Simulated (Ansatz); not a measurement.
The molecule RuO, multiplicity 5 (lowest of 2S+1 = 1, 3, 5, 7 at CCSD(T)/def2-TZVPP on PBE0 minima; our sources give no spin for the ground state, which may be another). No spin–orbit coupling. The T1 diagnostic near the minimum is 0.078, so single-reference values are doubtful.

Seven points along R, fitted to fifth degree in 1/R; most abundant isotopes. Runs in def2 and cc sets follow the lowest solution found near the PBE0 minimum.

Run with Ansatz (a quantum-chemistry and plane-wave program).  In def2 rows elements past Kr take small-core potentials, without spin–orbit coupling.

**Question.** What bond length and harmonic frequency does r2SCAN/def2-TZVPP give?

**Answer.** r_e = 1.692 Å, ω_e = 936 cm⁻¹.

**Question.** What bond length and harmonic frequency does B3LYP/def2-TZVPP give?

**Answer.** r_e = 1.705 Å, ω_e = 904 cm⁻¹.

**Question.** What bond length and harmonic frequency does wB97M-V/def2-TZVPP give?

**Answer.** r_e = 1.689 Å, ω_e = 931 cm⁻¹.
